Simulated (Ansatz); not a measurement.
Ansatz (a program for electronic structure) input (B3LYP-D3(BJ)/def2-TZVP):

Ansatz 0.2 input:
```yaml
crystal:
  periodic: [false, false, false]
  atoms:
    - {symbol: La, position_ang: [-0.04099896, 0.07777298, 0.19243406]}
    - {symbol: F, position_ang: [-1.71585733, -1.26542807, -0.34519080]}
    - {symbol: F, position_ang: [0.10086369, 1.79595987, -1.19540200]}
    - {symbol: F, position_ang: [1.87465371, -1.02309400, 0.32184375]}
basis:
  gaussian:
    orbitals: def2-TZVP
hamiltonian:
  xc: b3lyp
  dispersion: d3bj
total_charge: -1
magnetization: {spin_polarized: true, initial_magnetization: 1}
phonons: {temperatures: {t_min: 298.15, t_max: 298.15, t_step: 100}}
```

Output:

```
Functional definition: B3LYP
integrals: 0.04 GiB planned
815 factors; their error is unknown
mean field: 0.54 GiB planned
mean field evaluation 1: about -9021.4262 eV, gradient 9.4e0 eV
mean field evaluation 2: about -9020.5623 eV, gradient 2.1e1 eV
mean field evaluation 4: about -9021.9048 eV, gradient 2.5e-1 eV
mean field evaluation 8: about -9021.9443 eV, gradient 7.2e-2 eV
mean field evaluation 16: about -9021.9443 eV, gradient 2.2e-5 eV
mean field -9021.94433650 eV, -331.5503390730 hartree, gradient 2.2e-5 eV, S^2 0.750247; 0 other end points of the search recorded, 0 dependent functions left out
the calculation of the forces begins
reference -9021.94457639 eV, -331.5503478887 hartree; 20, 19 occupied and 113, 114 virtual orbitals, 815 factors
these checks for a lower state are left out or cut short: stability, starts, cluster_reference, orbital_swaps, neighbouring_geometries, increment
integrals: 0.04 GiB planned
815 factors; their error is unknown
mean field: 0.54 GiB planned
mean field -9021.94428079 eV, -331.5503370255 hartree, gradient 2.9e-6 eV, S^2 0.750247; 0 other end points of the search recorded, 0 dependent functions left out
the calculation of the forces begins
reference -9021.94452066 eV, -331.5503458406 hartree; 20, 19 occupied and 113, 114 virtual orbitals, 815 factors
these checks for a lower state are left out or cut short: stability, starts, cluster_reference, orbital_swaps, neighbouring_geometries, increment
integrals: 0.04 GiB planned
815 factors; their error is unknown
mean field: 0.54 GiB planned
mean field -9021.94428037 eV, -331.5503370102 hartree, gradient 2.6e-6 eV, S^2 0.750247; 0 other end points of the search recorded, 0 dependent functions left out
the calculation of the forces begins
reference -9021.94452028 eV, -331.5503458265 hartree; 20, 19 occupied and 113, 114 virtual orbitals, 815 factors
these checks for a lower state are left out or cut short: stability, starts, cluster_reference, orbital_swaps, neighbouring_geometries, increment
integrals: 0.04 GiB planned
815 factors; their error is unknown
mean field: 0.54 GiB planned
mean field evaluation 32: about -9021.9056 eV, gradient 1.2e-1 eV
mean field -9021.94429789 eV, -331.5503376538 hartree, gradient 2.1e-6 eV, S^2 0.750247; 0 other end points of the search recorded, 0 dependent functions left out
the calculation of the forces begins
reference -9021.94453767 eV, -331.5503464656 hartree; 20, 19 occupied and 113, 114 virtual orbitals, 815 factors
these checks for a lower state are left out or cut short: stability, starts, cluster_reference, orbital_swaps, neighbouring_geometries, increment
integrals: 0.04 GiB planned
815 factors; their error is unknown
mean field: 0.54 GiB planned
mean field -9021.94430091 eV, -331.5503377651 hartree, gradient 2.5e-6 eV, S^2 0.750247; 0 other end points of the search recorded, 0 dependent functions left out
the calculation of the forces begins
reference -9021.94454091 eV, -331.5503465848 hartree; 20, 19 occupied and 113, 114 virtual orbitals, 815 factors
these checks for a lower state are left out or cut short: stability, starts, cluster_reference, orbital_swaps, neighbouring_geometries, increment
integrals: 0.04 GiB planned
815 factors; their error is unknown
mean field: 0.54 GiB planned
mean field -9021.94428297 eV, -331.5503371058 hartree, gradient 2.1e-6 eV, S^2 0.750246; 0 other end points of the search recorded, 0 dependent functions left out
the calculation of the forces begins
reference -9021.94452272 eV, -331.5503459164 hartree; 20, 19 occupied and 113, 114 virtual orbitals, 815 factors
these checks for a lower state are left out or cut short: stability, starts, cluster_reference, orbital_swaps, neighbouring_geometries, increment
integrals: 0.04 GiB planned
815 factors; their error is unknown
mean field: 0.54 GiB planned
mean field -9021.94431735 eV, -331.5503383691 hartree, gradient 1.6e-6 eV, S^2 0.750248; 0 other end points of the search recorded, 0 dependent functions left out
the calculation of the forces begins
reference -9021.94455738 eV, -331.5503471900 hartree; 20, 19 occupied and 113, 114 virtual orbitals, 815 factors
these checks for a lower state are left out or cut short: stability, starts, cluster_reference, orbital_swaps, neighbouring_geometries, increment
integrals: 0.04 GiB planned
815 factors; their error is unknown
mean field: 0.54 GiB planned
mean field -9021.94433399 eV, -331.5503389805 hartree, gradient 2.0e-6 eV, S^2 0.750247; 0 other end points of the search recorded, 0 dependent functions left out
the calculation of the forces begins
reference -9021.94457391 eV, -331.5503477974 hartree; 20, 19 occupied and 113, 114 virtual orbitals, 815 factors
these checks for a lower state are left out or cut short: stability, starts, cluster_reference, orbital_swaps, neighbouring_geometries, increment
integrals: 0.04 GiB planned
815 factors; their error is unknown
mean field: 0.54 GiB planned
mean field evaluation 64: about -9021.9057 eV, gradient 7.5e-2 eV
mean field -9021.94433380 eV, -331.5503389735 hartree, gradient 2.0e-6 eV, S^2 0.750247; 0 other end points of the search recorded, 0 dependent functions left out
the calculation of the forces begins
reference -9021.94457365 eV, -331.5503477881 hartree; 20, 19 occupied and 113, 114 virtual orbitals, 815 factors
these checks for a lower state are left out or cut short: stability, starts, cluster_reference, orbital_swaps, neighbouring_geometries, increment
integrals: 0.04 GiB planned
815 factors; their error is unknown
mean field: 0.54 GiB planned
mean field -9021.94433506 eV, -331.5503390201 hartree, gradient 1.6e-6 eV, S^2 0.750247; 0 other end points of the search recorded, 0 dependent functions left out
the calculation of the forces begins
reference -9021.94457497 eV, -331.5503478364 hartree; 20, 19 occupied and 113, 114 virtual orbitals, 815 factors
these checks for a lower state are left out or cut short: stability, starts, cluster_reference, orbital_swaps, neighbouring_geometries, increment
integrals: 0.04 GiB planned
815 factors; their error is unknown
mean field: 0.54 GiB planned
mean field -9021.94433465 eV, -331.5503390047 hartree, gradient 1.6e-6 eV, S^2 0.750247; 0 other end points of the search recorded, 0 dependent functions left out
the calculation of the forces begins
reference -9021.94457452 eV, -331.5503478199 hartree; 20, 19 occupied and 113, 114 virtual orbitals, 815 factors
these checks for a lower state are left out or cut short: stability, starts, cluster_reference, orbital_swaps, neighbouring_geometries, increment
integrals: 0.04 GiB planned
815 factors; their error is unknown
mean field: 0.54 GiB planned
mean field -9021.94432888 eV, -331.5503387930 hartree, gradient 1.4e-6 eV, S^2 0.750248; 0 other end points of the search recorded, 0 dependent functions left out
the calculation of the forces begins
reference -9021.94456889 eV, -331.5503476132 hartree; 20, 19 occupied and 113, 114 virtual orbitals, 815 factors
these checks for a lower state are left out or cut short: stability, starts, cluster_reference, orbital_swaps, neighbouring_geometries, increment
integrals: 0.04 GiB planned
815 factors; their error is unknown
mean field: 0.54 GiB planned
mean field -9021.94429758 eV, -331.5503376424 hartree, gradient 1.9e-6 eV, S^2 0.750246; 0 other end points of the search recorded, 0 dependent functions left out
the calculation of the forces begins
reference -9021.94453734 eV, -331.5503464537 hartree; 20, 19 occupied and 113, 114 virtual orbitals, 815 factors
these checks for a lower state are left out or cut short: stability, starts, cluster_reference, orbital_swaps, neighbouring_geometries, increment
integrals: 0.04 GiB planned
815 factors; their error is unknown
mean field: 0.54 GiB planned
mean field evaluation 96: about -9021.9443 eV, gradient 3.1e-5 eV
mean field -9021.94431283 eV, -331.5503382030 hartree, gradient 2.8e-6 eV, S^2 0.750247; 0 other end points of the search recorded, 0 dependent functions left out
the calculation of the forces begins
reference -9021.94455261 eV, -331.5503470149 hartree; 20, 19 occupied and 113, 114 virtual orbitals, 815 factors
these checks for a lower state are left out or cut short: stability, starts, cluster_reference, orbital_swaps, neighbouring_geometries, increment
integrals: 0.04 GiB planned
815 factors; their error is unknown
mean field: 0.54 GiB planned
mean field -9021.94432689 eV, -331.5503387196 hartree, gradient 2.9e-6 eV, S^2 0.750247; 0 other end points of the search recorded, 0 dependent functions left out
the calculation of the forces begins
reference -9021.94456688 eV, -331.5503475392 hartree; 20, 19 occupied and 113, 114 virtual orbitals, 815 factors
Total energy: -9022.03034155 eV, -331.5534997000 hartree
Atom 0 at    -0.040999     0.077773     0.192434 Å, force     0.000016    -0.000012    -0.000041 eV/Å
Atom 1 at    -1.715857    -1.265428    -0.345191 Å, force    -0.000749    -0.000452     0.000037 eV/Å
Atom 2 at     0.100864     1.795960    -1.195402 Å, force    -0.000011     0.000832    -0.000321 eV/Å
Atom 3 at     1.874654    -1.023094     0.321844 Å, force     0.000745    -0.000369     0.000325 eV/Å
Dipole moment:     0.048606    -0.092209    -0.228150 e Å
Vibrations: 84.66 111.34 111.38 449.61 449.63 465.23 cm⁻¹, zero-point energy 0.103641 eV
```

The spin state was set by rule; other spins were not relaxed.
